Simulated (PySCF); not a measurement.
# Computed properties of CH5S, SMILES C[SH2+], charge +1

CH5S, SMILES C[SH2+], charge +1. The structure is a stationary point at B3LYP-D3(BJ)/def2-TZVP. The isomer is the one that the SMILES or the coordinates give; other isomers of the formula were not compared. One conformer was computed; it need not be the lowest. All values are computed for the isolated molecule unless a solvent is named; none is compared with measurement here.

**Structure.** The optimised structure has Cs symmetry. All 15 harmonic modes at B3LYP-D3(BJ)/def2-TZVP (PySCF) are real, so it is a minimum.

**Vibrations.** The strongest infrared lines (harmonic, unscaled, degenerate partners summed) lie at 2624 cm⁻¹ (43 km/mol, H 97 %), 2614 cm⁻¹ (39 km/mol, H 97 %), 1458 cm⁻¹ (17 km/mol, H 96 %). The softest mode is at 239 cm⁻¹ and the zero-point energy is 35.4 kcal/mol.

**Electronic structure.** CAM-B3LYP/def2-TZVPD (PySCF) places the frontier levels at -17.69 and -5.26 eV, a gap of 12.43 eV and a mean polarisability of 29.7 bohr³.

**Excitations.** TDA-CAM-B3LYP/def2-TZVPD (PySCF) has S1 at 8.53 eV (145 nm, f = 0.053, bright); the most intense of the 10 singlets computed lies at 11.47 eV (f = 0.20). T1 (TDA) is at 7.17 eV, 1.36 eV under S1. No vertical singlet excitation falls in the visible range (under 3.1 eV).

**NMR.** GIAO shifts at PBE0/pcSseg-2 (PySCF) (non-relativistic, atoms alike by connectivity averaged): ¹³C at 17.5 ppm against TMS; ¹H from 3.2 to 5.8 ppm against TMS.
